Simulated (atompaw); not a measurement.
Varying the PAW (atompaw) potential for aluminium (Al)

Base potential:

| Quantity | Value |
| --- | --- |
| Element | Al |
| Generator | atompaw 4.2.0.5 |
| Type | PAW |
| Functional | PBE |
| Relativity | scalar-relativistic |
| Frozen core | [Ne] |
| Valence charge | 3 |
| Reference configuration | 3s2 3p1 |
| Partial waves | 3s (bound): rc 2.05 bohr; 3s channel at 3.55 Ry: rc 2.05 bohr; 3p (bound): rc 2.05 bohr; 3p channel at 0.7 Ry: rc 2.05 bohr |
| Local potential | bessel scheme, radius 1.95 bohr |
| Core correction | smooth core density matched at 1.30 bohr |
| Augmentation charge | sinc compensation charge, radius 2.00 bohr; PAW radius 2.05 bohr; waves and projectors: custom rrkj vanderbiltortho |

All-electron outer shells of the reference configuration (PBE, scalar-relativistic, ld1.x):

```tsv
shell	level (eV)	outermost node (bohr)	outermost maximum (bohr)
2s	-108.17	0.16	0.50
2p	-69.64	–	0.43
3s	-7.75	0.80	2.09
3p	-2.71	0.82	2.64
```

Cutoffs, loose and tight: the cutoffs (Ry, on a coarse ladder) from which the occupation-weighted sum of valence levels, in a spherical-Bessel basis at the reference potential, stays within 10 and 1 mRy of its value at 400 Ry. They see the waves, projectors and local potential, not the compensation charge or the core. A dash means not determined.

| change | outcome | cutoff, loose | cutoff, tight | bound ghosts |
| --- | --- | --- | --- | --- |
| base | generated | 6 Ry | 8 Ry | none |
| all radii scaled by about 0.82 (s 1.68, p 1.68 bohr); local potential bessel scheme, radius 1.60 bohr; augmentation sinc compensation charge, radius 1.64 bohr; PAW radius 1.68 bohr; waves and projectors: custom rrkj vanderbiltortho; core correction smooth core density matched at 1.06 bohr | generated | 10 Ry | 15 Ry | none |
| all radii scaled by about 0.88 (s 1.80, p 1.80 bohr); local potential bessel scheme, radius 1.70 bohr; augmentation sinc compensation charge, radius 1.76 bohr; PAW radius 1.80 bohr; waves and projectors: custom rrkj vanderbiltortho; core correction smooth core density matched at 1.14 bohr | generated | 8 Ry | 12 Ry | none |
| all radii scaled by about 0.97 (s 1.98, p 1.98 bohr); local potential bessel scheme, radius 1.88 bohr; augmentation sinc compensation charge, radius 1.94 bohr; PAW radius 1.98 bohr; waves and projectors: custom rrkj vanderbiltortho; core correction smooth core density matched at 1.26 bohr | generated | 8 Ry | 10 Ry | none |
| all radii scaled by about 1.08 (s 2.22, p 2.22 bohr); local potential bessel scheme, radius 2.10 bohr; augmentation sinc compensation charge, radius 2.16 bohr; PAW radius 2.22 bohr; waves and projectors: custom rrkj vanderbiltortho; core correction smooth core density matched at 1.40 bohr | generated | 6 Ry | 8 Ry | none |
| all radii scaled by about 1.16 (s 2.38, p 2.38 bohr); local potential bessel scheme, radius 2.26 bohr; augmentation sinc compensation charge, radius 2.32 bohr; PAW radius 2.38 bohr; waves and projectors: custom rrkj vanderbiltortho; core correction smooth core density matched at 1.52 bohr | generated | 6 Ry | 8 Ry | none |
| all radii scaled by about 1.21 (s 2.48, p 2.48 bohr); local potential bessel scheme, radius 2.36 bohr; augmentation sinc compensation charge, radius 2.42 bohr; PAW radius 2.48 bohr; waves and projectors: custom rrkj vanderbiltortho; core correction smooth core density matched at 1.58 bohr | generated | 6 Ry | 8 Ry | none |
| all radii scaled by about 1.31 (s 2.68, p 2.68 bohr); local potential bessel scheme, radius 2.54 bohr; augmentation sinc compensation charge, radius 2.60 bohr; PAW radius 2.68 bohr; waves and projectors: custom rrkj vanderbiltortho; core correction smooth core density matched at 1.70 bohr | generated | 6 Ry | 8 Ry | none |

Q: What comes out with this change to the base: all radii scaled by about 0.75 (s 1.54, p 1.54 bohr); local potential bessel scheme, radius 1.48 bohr; augmentation sinc compensation charge, radius 1.52 bohr; PAW radius 1.54 bohr; waves and projectors: custom rrkj vanderbiltortho; core correction smooth core density matched at 0.98 bohr?

A: outcome: failed: atompaw: The overlap operator has at least one negative eigenvalue!. Cause: the overlap operator built from these waves and projectors is not positive definite.

Reading the sweep of the scale of all radii (base = 1) (base included, trends over the rows without a ghost): The loose cutoff falls from 10 Ry at 0.82 to 6 Ry at 1.31. A larger radius leaves more room for a smooth pseudo-wave, so fewer plane waves are needed; a smaller one forces it to follow the all-electron wave where it bends sharply. The generation fails at 0.75.
